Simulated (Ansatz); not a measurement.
Stepwise reaction of `F[SiH](F)O[SiH2]Cl` with hydrogen chloride, as a gas-phase model of exchange steps in deposition or etching. ΔE in kJ/mol.

Gas-phase electronic energies from Ansatz, PBE0-D4/def2-TZVP geometries. CCSD(T)/CBS adds triple-zeta CCSD(T) − MP2 to the extrapolated MP2 energy (def2 sets, frozen cores). This one scheme is used for every species. Functionals use def2-TZVPP. B3LYP here is the variant with VWN-RPA as its local correlation; programs differ in this. Each species was taken in one conformer, which may not be the lowest.

| step | reaction | PBE-D4 | B3LYP-D4 | ωB97M-V | CCSD(T)/CBS |
| --- | --- | --- | --- | --- | --- |
| 1 | `F[SiH](F)O[SiH2]Cl` + HCl → `F[SiH](Cl)O[SiH2]Cl` + H–F | 43.3 | 53.6 | 51.9 | 50.8 |
| 2 | `F[SiH](Cl)O[SiH2]Cl` + HCl → `Cl[SiH2]O[SiH](Cl)Cl` + H–F | 42.5 | 52.3 | 51.4 | 49.0 |

Q: By hand: ΔE of the 2 steps together at CCSD(T)/CBS.

A: (50.8) + (49.0) = 99.8 kJ/mol, or 49.9 kJ/mol a step.

In ΔE the steps differ by no more than 1.8 kJ/mol. All are uphill at CCSD(T)/CBS. PBE-D4 differs from CCSD(T)/CBS by -7.5 to -6.5 kJ/mol a step. Only this route is followed, and other bonds may react first. Isolated molecules leave out the surface, adducts and barriers. Largest T1 diagnostic: 0.011.
